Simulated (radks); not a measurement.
Values are calculated unless marked as measured or tabulated.
Sn28+, configuration [Ar] 3d4.

Code: a radial shooting solver on a logarithmic mesh with Libxc functionals. Model: non-relativistic Kohn-Sham, TPSS, spin-polarised, spherical densities, point nucleus; open shells are filled with parallel spins first (spin-orbit coupling, left out, can overturn this in heavy ions); meta-GGA in the generalised Kohn-Sham scheme; relativity is left out, which matters for an element this heavy.

Energy parts (hartree):
total: -5521.89125
kinetic: 5520.82475
electron-nucleus: -12083.06595
Hartree: 1160.66023
exchange-correlation: -120.31028

Orbitals (lengths in bohr, moments of r in powers of bohr; <r^-3> diverges for s and p1/2):
| orbital | occ. | eigenvalue (hartree) | <r^-3> |
|---|---|---|---|
| 1s up | 1 | -1073.848 | - |
| 1s down | 1 | -1073.847 | - |
| 2s up | 1 | -195.9982 | - |
| 2s down | 1 | -195.5606 | - |
| 2p up | 3 | -186.3749 | 4087 |
| 2p down | 3 | -186.0449 | 4101 |
| 3s up | 1 | -67.38695 | - |
| 3s down | 1 | -66.88781 | - |
| 3p up | 3 | -63.63279 | 883.8 |
| 3p down | 3 | -63.08737 | 871.1 |
| 3d up | 4 | -57.26850 | 146.6 |
| 3d down | 0 | -56.58522 | 145.4 |
| 4s up | 0 | -33.14437 | - |
| 4s down | 0 | -32.97855 | - |
| 4p up | 0 | -31.59713 | 295.2 |
| 4p down | 0 | -31.42286 | 291.6 |

The highest occupied level is 3d up at -1558.4 eV. For comparison, the ionisation energy in NIST's Atomic Spectra Database is 1596 eV (theoretical). In exact Kohn-Sham theory the highest level is minus the ionisation energy, but local and semilocal functionals leave it too shallow, through self-interaction and a potential that decays too fast; potentials with the right tail come closer.
